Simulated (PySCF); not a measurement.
C₇H₁₀ClFO.
Z-matrix (Å and degrees, GFN2-xTB geometry), rows numbered from 1:
```
C 
C   1  1.3189
C   2  1.5098  1  123.89
F   3  1.3767  2  110.18  1     3.22
C   3  1.5205  2  105.58  1  -115.95
O   5  1.1882  3  124.75  2   -66.72
Cl  5  1.7472  3  114.15  2   111.18
C   3  1.5486  2  112.35  1   124.89
C   8  1.5258  3  109.88  2   -58.52
C   8  1.5270  3  109.77  2   179.04
H   1  1.0758  2  121.29  3   179.95
H   1  1.0769  2  121.66  3    -0.71
H   2  1.0799  1  122.64  3  -178.69
H   8  1.0940  3  106.83  2    60.57
H   9  1.0873  8  110.11  3   -58.57
H   9  1.0868  8  109.84  3  -178.14
H   9  1.0873  8  110.90  3    61.71
H  10  1.0880  8  110.82  3   -61.35
H  10  1.0875  8  110.28  3    59.06
H  10  1.0869  8  110.00  3   178.79
```

IAO charges (e) from the PBE0/pcSseg-1 density (PySCF), one withheld:

| atom | bonded to | charge |
| --- | --- | --- |
| C1 | C2 H11 H12 | -0.2962 |
| C2 | C1 C3 H13 | -0.1608 |
| C3 | C2 F4 C5 C8 | +0.2592 |
| F4 | C3 | -0.3078 |
| C5 | C3 O6 Cl7 | +0.3401 |
| O6 | C5 | -0.3579 |
| Cl7 | C5 | ? |
| C8 | C3 C9 C10 H14 | -0.1023 |
| C9 | C8 H15 H16 H17 | -0.4219 |
| C10 | C8 H18 H19 H20 | -0.4255 |
| H11 | C1 | +0.1631 |
| H12 | C1 | +0.1662 |
| H13 | C2 | +0.1628 |
| H14 | C8 | +0.1474 |
| H15 | C9 | +0.1476 |
| H16 | C9 | +0.1457 |
| H17 | C9 | +0.1448 |
| H18 | C10 | +0.1424 |
| H19 | C10 | +0.1497 |
| H20 | C10 | +0.1476 |

(1) What is the charge on Cl7?

(2) Add each hydrogen's charge to the atom that carries it.

(3) Across which bond do the charges differ most?

(4) Take the bonds between elements whose Pauling electronegativities differ by more than 0.25. In how many does the more electronegative atom carry the lower charge?

(5) How much positive and how much negative charge does this set hold in all?

## Answers

(1) The charges add up to the total charge, 0. The others sum to +0.0442, which leaves -0.0442 e for Cl7 (chlorine bonded to C).

(2) C1 +0.0331, C2 +0.0020, C8 +0.0451, C9 +0.0162, C10 +0.0142. Atoms without hydrogen keep their charges.

(3) C5–O6: +0.3401 on C5 against -0.3579 on O6, a difference of 0.6980 e. The lower charge is on the more electronegative element of the two (Pauling values: O 3.44, C 2.55).

(4) In 13 of 13.

(5) +2.1166 e on 12 atoms and -2.1166 e on 8.

The IAO scheme projects the occupied orbitals on a minimal set of polarised atomic orbitals and counts the electrons in each atom's part of it. Isolated species at its GFN2-xTB geometry (one conformer only).

The run behind these numbers computed NMR shieldings as well. Time: 93 s of wall time (with the writing of density and orbital grids); peak memory 1.0 GiB. Hardware: an Arm Neoverse N1 with one thread, no GPU, shared host.
